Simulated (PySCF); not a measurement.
Harmonic spectrum computed at PBE0 in the def2-SVP basis family (core potentials from Rb on, PySCF, no spin–orbit coupling):

```tsv
ω (cm⁻¹)	IR (km/mol, summed over degenerate members)	degeneracy
88	7.2	1
111	1.2	2
435	6.3	1
441	148	2
```

Q: Which molecule gave it? In each, all ligands are bound to the one heavy central atom.
A. PbCl₃⁺ (singlet)
B. OsCl₃⁺ (triplet)
C. HfCl₃⁺ (singlet)
D. ZrCl₃⁺ (singlet)
E. ReCl₃⁺ (quartet)

A: C. It has C3v symmetry with Hf–Cl 2.264 Å (×3).
